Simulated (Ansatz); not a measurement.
`[SiH3][O][Sc]([Cl])[Cl]`, one more setting.

```yaml
crystal:
  periodic: [false, false, false]
  atoms:
    - {symbol: Si, position_ang: [0.432547, -0.733831, 1.356338]}
    - {symbol: O, position_ang: [-0.002238, 0.022221, -0.036103]}
    - {symbol: Sc, position_ang: [-0.506222, 0.866281, -1.600988]}
    - {symbol: Cl, position_ang: [-2.134712, -0.100683, -2.891256]}
    - {symbol: Cl, position_ang: [0.522222, 2.835939, -2.161406]}
    - {symbol: H, position_ang: [-0.703088, -0.696146, 2.313544]}
    - {symbol: H, position_ang: [0.786271, -2.146787, 1.063880]}
    - {symbol: H, position_ang: [1.605219, -0.046992, 1.955992]}
basis:
  gaussian: {orbitals: ANO-RCC-VTZP, fitting: {mean_field: cc-pVTZ-jkfit}, final_grid: {core_spheres: 20, valence_spheres: 16, degree: 47}}
magnetization: {spin_polarized: false, initial_magnetization: 2}
hamiltonian: {xc: {name: SVWN5}}
accuracy: high
output: {forces: true}
```

```sh
$ ansatz run in.yaml --threads 4 --pin off --events-out ev --progress --plain --max-ram 10444MiB
```

It prints (some lines left out):

```
Functional definition: SVWN5
Error: <dir> the basis set cc-pVTZ-JKFIT has no functions for Sc
```
